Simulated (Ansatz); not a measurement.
Cost and result up the ladder for Si₄H₆ (the lowest singlet isomer of a short search) (10 atoms). Charge 0, multiplicity 1. Geometry: PBE-D4/def2-SVP.

| atom | x (Å) | y (Å) | z (Å) |
| --- | --- | --- | --- |
| Si1 | 0.637 | 1.349 | 1.000 |
| Si2 | 1.761 | 0.075 | -0.348 |
| Si3 | -0.133 | -1.143 | -0.941 |
| Si4 | -1.364 | 0.254 | 0.534 |
| H5 | -2.426 | 1.087 | -0.139 |
| H6 | -0.551 | -1.045 | -2.387 |
| H7 | 3.206 | -0.007 | -0.755 |
| H8 | 0.996 | 2.502 | 1.897 |
| H9 | -2.001 | -0.470 | 1.693 |
| H10 | -0.123 | -2.601 | -0.554 |

Ansatz on 4 threads of Arm Neoverse V2 on a shared host. Times are rough, and most runs start from the orbitals of an earlier one. No level here is sound enough to serve as a yardstick. Binding counts from free atoms at the same level (Si triplet, H doublet; other spins of the atoms weren't run), without zero-point energy or a counterpoise term.

LC-ωPBE has ω = 0.4 bohr⁻¹. B3LYP takes the VWN-RPA correlation. Correlated methods freeze 20 core orbitals. The structure comes from a short search, and lower isomers may exist.

Run but left out: HF/6-31G, PBE-QIDH/def2-TZVP (restricted singlet, unstable in another Hartree–Fock run and untested here).

Correlated methods converge slowly with the basis.

```tsv
level	functions	wall time
B3LYP-D4/6-31G	64	0.75 s
LDA (SPW92)/def2-TZVP	184	0.85 s
PBE-D4/def2-SVP	102	0.85 s
PBE0-D4/def2-SVP	102	1 s
PBE-D4/def2-TZVP	184	1.4 s
revPBE-D4/def2-TZVP	184	1.5 s
LC-ωPBE/def2-TZVP	184	1.9 s
PBE-D4/def2-TZVPD	226	2.3 s
CAM-B3LYP-D4/def2-TZVP	184	2.4 s
PBE0-D4/def2-TZVPD	226	2.7 s
r2SCANh-D4/def2-TZVP	184	3.3 s
r2SCAN-D4/def2-TZVPD	226	4.6 s
B97M-V/def2-TZVP	184	7 s
CCSD(T)/def2-TZVPP	252	3.8 min
```

(1) Estimate what each level gives for the binding energy per atom (eV).

## Answers

(1) 
```json
{"level": "B3LYP-D4/6-31G", "binding energy per atom (eV)": "2.67", "remarks": "restricted SCF unstable in HF"}
{"level": "LDA (SPW92)/def2-TZVP", "binding energy per atom (eV)": "3.30", "remarks": "restricted SCF unstable in HF"}
{"level": "PBE-D4/def2-SVP", "binding energy per atom (eV)": "2.95", "remarks": "restricted SCF unstable in HF"}
{"level": "PBE0-D4/def2-SVP", "binding energy per atom (eV)": "2.93", "remarks": "restricted SCF unstable in HF"}
{"level": "PBE-D4/def2-TZVP", "binding energy per atom (eV)": "2.96", "remarks": "–"}
{"level": "revPBE-D4/def2-TZVP", "binding energy per atom (eV)": "2.92", "remarks": "restricted SCF unstable in HF"}
{"level": "LC-ωPBE/def2-TZVP", "binding energy per atom (eV)": "2.90", "remarks": "restricted SCF unstable in HF"}
{"level": "PBE-D4/def2-TZVPD", "binding energy per atom (eV)": "2.96", "remarks": "restricted SCF unstable in HF"}
{"level": "CAM-B3LYP-D4/def2-TZVP", "binding energy per atom (eV)": "2.93", "remarks": "restricted SCF unstable in HF"}
{"level": "PBE0-D4/def2-TZVPD", "binding energy per atom (eV)": "2.95", "remarks": "restricted SCF unstable in HF"}
{"level": "r2SCANh-D4/def2-TZVP", "binding energy per atom (eV)": "2.97", "remarks": "restricted SCF unstable in HF"}
{"level": "r2SCAN-D4/def2-TZVPD", "binding energy per atom (eV)": "2.98", "remarks": "restricted SCF unstable in HF"}
{"level": "B97M-V/def2-TZVP", "binding energy per atom (eV)": "3.01", "remarks": "restricted SCF unstable in HF"}
{"level": "CCSD(T)/def2-TZVPP", "binding energy per atom (eV)": "2.88", "remarks": "restricted SCF unstable"}
```
